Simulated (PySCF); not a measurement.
Vertical excitations of a molecule C3H4ClF from TDDFT-ωB97X/def2-SVPD (PySCF), as energy in eV (oscillator strength): 6.41 (0.001), 6.91 (0.324), 7.49 (0.000), 8.13 (0.000), 8.21 (0.002), 8.42 (0.005), 8.57 (0.015), 9.26 (0.004), 9.28 (0.025), 9.35 (0.009). Lowest triplet (TDA): 4.16 eV. Geometry optimised at PBE0-D3(BJ)/def2-SVP. Other conformers were not sampled.

Question: Identify the compound among the candidates.
(A) C/C(F)=C\Cl
(B) C/C(Cl)=C\F
(C) C/C=C(\F)Cl
(D) FC1(Cl)CC1

Answer: B, C/C(Cl)=C\F
